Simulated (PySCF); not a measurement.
Cl4Cu2, SMILES [Cl][Cu]1<-[Cl][Cu]([Cl])<-[Cl]1 (connectivity only; charge and spin as stated), neutral, multiplicity 3.

Coordinates come from a PBE-D3(BJ)/def2-SVP optimisation. The multiplicity is an assumed one; other spin states were not compared. One conformer was computed; it need not be the lowest.

Level of theory: PBE-D3(BJ)/def2-SVP (PySCF).

Frequencies are harmonic and unscaled.

### Question
Give all harmonic wavenumbers and intensities. (The exact figures need the calculation; the answer reports its results.)

### Answer

```csv
mode,ν (cm⁻¹),IR (km/mol),moving atoms (share of kinetic energy)
1,5,0.3,Cl 99 %
2,18,1.7,"Cl 83 %, Cu 17 %"
3,30,0.0,"Cl 54 %, Cu 46 %"
4,91,0.0,"Cu 75 %, Cl 25 %"
5,95,0.0,"Cu 52 %, Cl 48 %"
6,116,10.1,"Cu 52 %, Cl 48 %"
7,249,0.0,"Cl 68 %, Cu 32 %"
8,261,12.4,Cl 93 %
9,275,16.8,"Cl 64 %, Cu 36 %"
10,284,0.0,Cl 99 %
11,398,45.4,"Cl 54 %, Cu 46 %"
12,407,0.0,"Cl 53 %, Cu 47 %"
```
